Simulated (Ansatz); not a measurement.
```yaml
crystal:
  periodic: [false, false, false]
  atoms:
    - {symbol: Al, position_ang: [-0.285981, 1.715118, -0.308123]}
    - {symbol: C, position_ang: [0.363607, -0.100462, 0.335551]}
    - {symbol: Cl, position_ang: [0.877148, -0.499182, 1.752291]}
    - {symbol: B, position_ang: [-0.132557, -1.564406, -0.532308]}
    - {symbol: O, position_ang: [1.123612, -1.081409, -0.719555]}
    - {symbol: H, position_ang: [-0.417778, 2.621947, 0.797492]}
    - {symbol: H, position_ang: [-0.287467, 1.887799, -1.918408]}
    - {symbol: H, position_ang: [-0.964463, -2.666842, -0.100641]}
basis:
  gaussian: {orbitals: "6-31++G**"}
total_charge: 3
magnetization: {spin_polarized: true, initial_magnetization: 1}
hamiltonian: {xc: {name: wB97M-V}}
output: {forces: true}
```

```sh
$ ansatz run in.yaml --threads 2 --pin off --events-out ev --progress --plain --max-ram 4352MiB
```

Shortened log:

```
Functional definition: wB97M-V
1048 factors; integrals over basis functions are off by at most 1.6e-3 eV
300 factors; integrals over basis functions are off by at most 2.5e-5 eV
mean field evaluation 1: about -22821.2539 eV, gradient 9.9e1 eV
mean field evaluation 2: about -22469.9500 eV, gradient 1.8e2 eV
mean field evaluation 4: about -22860.3866 eV, gradient 5.1e1 eV
mean field evaluation 8: about -22877.6213 eV, gradient 2.9e0 eV
mean field evaluation 16: about -22877.9079 eV, gradient 7.6e-2 eV
mean field evaluation 32: about -22877.9087 eV, gradient 1.6e-4 eV
mean field -22877.90867557 eV, -840.7476366238 hartree, gradient 5.7e-5 eV, S^2 0.768910; 2 other end points of the search recorded, 0 dependent functions left out
reference -22877.90881011 eV, -840.7476415680 hartree; 25, 24 occupied and 96, 97 virtual orbitals, 1048 factors
Total energy: -22877.90881011 eV, -840.7476415680 hartree
Atom 0 at    -0.285981     1.715118    -0.308123 Å, force    -0.132112    -0.882244    -1.158381 eV/Å
Atom 1 at     0.363607    -0.100462     0.335551 Å, force     2.849017    -0.386345    -0.349726 eV/Å
Atom 2 at     0.877148    -0.499182     1.752291 Å, force     0.346061     0.340833     2.124725 eV/Å
Atom 3 at    -0.132557    -1.564406    -0.532308 Å, force     2.235287    -5.300119    -1.580962 eV/Å
Atom 4 at     1.123612    -1.081409    -0.719555 Å, force    -5.901472     0.439292     1.345899 eV/Å
Atom 5 at    -0.417778     2.621947     0.797492 Å, force    -0.457995     2.621186     2.409347 eV/Å
Atom 6 at    -0.287467     1.887799    -1.918408 Å, force    -0.084192     0.484529    -1.675245 eV/Å
Atom 7 at    -0.964463    -2.666842    -0.100641 Å, force     1.145407     2.682868    -1.115657 eV/Å
Dipole moment:    -1.243196     0.779964    -0.916754 e Å
```

In this input the charge is far from anything that the molecule holds. Self-consistency was reached. The result belongs to that input, not to the molecule as meant.
